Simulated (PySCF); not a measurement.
Vertical excitations of a molecule C4H7FSi from TDA-PBE/def2-SVPD run with PySCF 2.14.0, as energy in eV (oscillator strength): 5.50 (0.043), 6.22 (0.014), 6.35 (0.019), 6.60 (0.068), 6.83 (0.008), 6.89 (0.001), 6.92 (0.009), 7.01 (0.056), 7.05 (0.005), 7.12 (0.011). Lowest triplet (TDA): 4.17 eV. Geometry: PBE0-D3(BJ)/def2-SVP. One conformer was computed; it need not be the lowest.

**Question.** Identify the compound among the candidates.
A. F[SiH]1CC=CC1
B. F[C@]1([SiH3])C=CC1
C. C#C[C@H](F)C[SiH3]
D. C#CCC[SiH2]F

**Answer.** B, F[C@]1([SiH3])C=CC1
